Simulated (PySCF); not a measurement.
C7H10O.
Cartesian coordinates in Å at the GFN2-xTB level; atoms count from 1:
```xyz
18
C7H10O angstrom
C      2.5431   -0.6181    0.0396
C      1.2310    0.0674   -0.1696
C      1.1333    1.2473   -0.7672
O     -0.0275    1.9312   -0.9927
C     -1.1705    1.3246   -0.5546
C     -1.2350    0.1503    0.0583
C     -2.5287   -0.4491    0.5083
C      0.0085   -0.6546    0.3357
H      3.3633   -0.0245   -0.3549
H      2.7121   -0.7902    1.1028
H      2.5418   -1.5902   -0.4542
H      1.9839    1.7963   -1.1437
H     -2.0371    1.9311   -0.7728
H     -2.5115   -0.6151    1.5856
H     -3.3666    0.1986    0.2662
H     -2.6812   -1.4163    0.0288
H      0.1019   -0.8412    1.4149
H     -0.0693   -1.6413   -0.1423
```

NICS = −σ at a ghost point: NICS(0) at the centroid of the ring atoms, NICS(1) 1 Å to either side along the normal of their mean plane, zz for the tensor component along that normal. Level: GIAO PBE0/pcSseg-1 (PySCF, non-relativistic, gas phase) on the GFN2-xTB geometry, one conformer.

Ring bond lengths (Å), with Mayer bond orders in brackets: C2–C3 1.326 (1.82), C3–O4 1.366 (0.99), O4–C5 1.366 (0.99), C5–C6 1.326 (1.82), C6–C8 1.507 (1.00), C8–C2 1.507 (1.00).

**Question.** Give the NICS values of each ring in ppm.

**Answer.** 
| ring | type | NICS(0) | NICS(1), two faces | NICS(1)zz, two faces | rms pucker (Å) | centre to ring atoms, mean (Å) |
| --- | --- | --- | --- | --- | --- | --- |
| C2–C3–O4–C5–C6–C8 | 6-membered ring with O; formal bonds 2 double, 4 single | 1.4 | -0.7 / -0.7 | 3.8 / 3.8 | 0.00 | 1.40 |

**Question.** What can be read from them?

**Answer.** 
- C2–C3–O4–C5–C6–C8: mean NICS(1)zz 3.8 ppm, deshielded. C8 has four or more neighbours, so the value isn't read as a sign of a π ring current.

**Question.** At the first NICS(1) probe listed for ring C2–C3–O4–C5–C6–C8, 1 Å off the ring, how large is the induced field along the normal in 11.7 T applied along it?

**Answer.** NICSzz × B0 = 3.8 ppm × 11.7 T = 44 μT, along the applied field.

**Question.** Give the inner angles of the rings and the Hirshfeld charges of the ring atoms.

**Answer.** 
- C2–C3–O4–C5–C6–C8: C2 121.2° (-0.021 e), C3 125.6° (+0.004 e), O4 115.8° (-0.103 e), C5 125.6° (+0.004 e), C6 121.2° (-0.021 e), C8 110.6° (-0.073 e); sum 720.0° against 720° for a flat convex ring.
